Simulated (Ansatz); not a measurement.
System (SMILES): [Cl][Ga] (Cl-Ga) (closed-shell singlet).
Geometry (B3LYP-D3(BJ)/def2-TZVP, fixed):
```xyz
2

Ga     0.0000     0.0000    -0.7929
Cl     0.0000     0.0000     1.4460
```

Basis-set convergence of the dipole moment at MP2 with Ansatz (a quantum-chemistry and plane-wave program). Dipoles come from the density behind the forces; the sign is taken along the dipole that this method gives in the largest set. The reference of a correlated method is not its basis-set limit, which lies further on. All functions are spherical. Cores are frozen (with 3d on Ga to Br). No added dispersion term, no relativity. Reference: the value in aug-pcseg-3, 2.561 D, itself unsure by roughly 0.002 D (its mean distance from aug-cc-pV(Q+d)Z, def2-QZVPPD). Deviations are taken from unrounded values.

```
basis            functions  dipole moment (D)  minus reference (D)
---------------  ---------  -----------------  -------------------
def2-SVP                50              1.970               -0.591
def2-SVPD               65              2.570                0.009
aug-cc-pV(D+d)Z         68              2.587                0.026
def2-TZVP               85              2.477               -0.084
def2-TZVPP              90              2.477               -0.084
def2-TZVPD             100              2.537               -0.024
def2-TZVPPD            105              2.540               -0.021
aug-cc-pV(T+d)Z        114              2.551               -0.010
def2-QZVP              145              2.538               -0.023
def2-QZVPP             159              2.540               -0.020
def2-QZVPPD            174              2.557               -0.004
aug-cc-pV(Q+d)Z        182              2.561                0.000
```

The smallest set listed that lies within 0.05 D of the reference with all its larger relatives (same family, alike in diffuse functions; a set with none counts only in the reference's own line) is def2-SVPD (65 functions, 0.009 D off).
